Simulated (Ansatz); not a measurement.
Ansatz (a program for electronic structure) input (wB97X/def2-TZVPD):

Ansatz 0.2 input:
```yaml
crystal:
  periodic: [false, false, false]
  atoms:
    - {symbol: Al, position_ang: [0.00000000, 0.00000000, 0.00000000]}
    - {symbol: O, position_ang: [0.00000000, 0.00000000, 1.64976943]}
    - {symbol: O, position_ang: [-0.00000000, -0.00000000, -1.64976943]}
basis:
  gaussian:
    orbitals: def2-TZVPD
hamiltonian:
  xc: {name: wB97X}
magnetization: {spin_polarized: true, initial_magnetization: 1}
```

Output:

```
Functional definition: wB97X
integrals: 0.05 GiB planned
641 factors; their error is unknown
integrals: 0.08 GiB planned
185 factors; integrals over basis functions are off by at most 3.7e-5 eV
mean field: 0.58 GiB planned
mean field evaluation 1: about -10682.0765 eV, gradient 4.4e1 eV
mean field evaluation 2: about -10676.2041 eV, gradient 6.2e1 eV
mean field evaluation 4: about -10689.4684 eV, gradient 8.5e-1 eV
mean field evaluation 8: about -10689.4805 eV, gradient 3.2e-2 eV
mean field evaluation 16: about -10689.4953 eV, gradient 9.1e-5 eV
mean field evaluation 32: about -10689.4265 eV, gradient 2.7e0 eV
mean field -10689.51526984 eV, -392.8324405531 hartree, gradient 2.3e-5 eV, S^2 0.770386; 6 other end points of the search recorded, 0 dependent functions left out
reference -10689.51523127 eV, -392.8324391354 hartree; 15, 14 occupied and 108, 109 virtual orbitals, 641 factors
Total energy: -10689.51523127 eV, -392.8324391354 hartree
```

It need not be the lowest isomer of its formula.
